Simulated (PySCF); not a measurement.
F3GeH3Si.

```xyz
8

F      1.3727    -0.7925    -1.0015
Ge     0.0000     0.0000    -0.3034
F      0.0000     1.5851    -1.0015
F     -1.3727    -0.7925    -1.0015
Si     0.0000     0.0000     2.0843
H      1.2289     0.7095     2.5229
H      0.0000    -1.4190     2.5229
H     -1.2289     0.7095     2.5229
```
Charge 0, spin multiplicity 1.

Coordinates come from a B3LYP-D3(BJ)/def2-SVP optimisation. The structure was generated by enumeration, and PubChem lists no compound with its InChIKey, so it may never have been made.

These are PBE/pcSseg-1 run with PySCF values and carry that method's errors. Non-relativistic, no solvent.

Computed absolute GIAO shielding of each atom: isotropic value and principal components (ppm):
| atom | σ(iso) | σ11 | σ22 | σ33 | span |
|---|---|---|---|---|---|
| F1 | 254.6 | 168.7 | 216.6 | 378.4 | 209.7 |
| Ge2 | 1275.8 | 1234.1 | 1234.1 | 1359.4 | 125.3 |
| F3 | 254.6 | 168.7 | 216.6 | 378.4 | 209.7 |
| F4 | 254.6 | 168.7 | 216.6 | 378.4 | 209.7 |
| Si5 | 437.9 | 436.3 | 436.3 | 441.3 | 5.0 |
| H6 | 27.3 | 23.7 | 25.3 | 32.8 | 9.1 |
| H7 | 27.3 | 23.7 | 25.3 | 32.8 | 9.1 |
| H8 | 27.3 | 23.7 | 25.3 | 32.8 | 9.1 |
